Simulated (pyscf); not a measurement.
## HO–Si(OH)(OH)–Cl, singlet

Gas-phase minimum from PySCF at ωB97X-D3(BJ)/def2-SVP, one conformer. 

SMILES: O[Si](O)(O)Cl
```xyz
8

O     -1.1326     0.5940     0.9725
Si    -0.8029    -0.5978    -0.1039
O     -0.2952    -1.9402     0.6887
O      0.3543    -0.0983    -1.1525
Cl    -2.5228    -1.0475    -1.1600
H     -1.8429     0.4416     1.6039
H     -0.1244    -2.7298     0.1655
H      0.1489     0.6509    -1.7207
```

Bond lengths (Å): O1–Si2 1.639, O1–H6 0.962, Si2–O3 1.640, Si2–O4 1.640, Si2–Cl5 2.068, O3–H7 0.962, O4–H8 0.963. Bond angles (°): Si2–O1–H6 117.6, O1–Si2–O3 109.9, O1–Si2–O4 109.9, O1–Si2–Cl5 109.0, O3–Si2–O4 109.9, O3–Si2–Cl5 109.1, O4–Si2–Cl5 109.1, Si2–O3–H7 117.6, Si2–O4–H8 117.6.

Properties at ωB97X-D3(BJ)/def2-SVP:

```json
{
 "harmonic_wavenumbers_unscaled": "99, 101, 252, 268, 268, 336, 336, 349, 559, 795, 796, 807, 843, 1015, 1016, 3942, 3942, 3945 cm⁻¹",
 "zero_point_energy": "28.1 kcal/mol",
 "rotational_symmetry_number": "3",
 "Entropy of this conformer at 298 K and 1 atm, rigid rotor and harmonic oscillator, modes under 100 cm⁻¹ raised to 100": "343.0 J/(mol K)",
 "dipole_moment": "0.58 D"
}
```

Single-point totals, which compare only within one level (frozen core for MP2 and CC):

| level | total energy (hartree) |
|---|---|
| ωB97X-D3(BJ)/def2-TZVP | -977.58102 |
| PBE/def2-TZVP | -976.94093 |
| r²SCAN/def2-TZVP | -977.35811 |
| B3LYP-D3(BJ)/def2-TZVP | -977.56315 |
| PBE0-D3(BJ)/def2-TZVP | -977.01128 |
| M06-2X/def2-TZVP | -977.40807 |
| ωB97M-D3(BJ)/def2-TZVP | -977.66413 |
| HF/def2-TZVPP | -975.13143 |
| MP2/def2-TZVPP | -976.15399 |
| CCSD/def2-TZVPP | -976.17712 |
| CCSD(T)/def2-TZVPP | -976.21569 |

Soft torsions are taken as harmonic, which can shift the entropy by several J/(mol K). The CCSD(T) − MP2 part came from Ansatz, without density fitting, on the same reference.
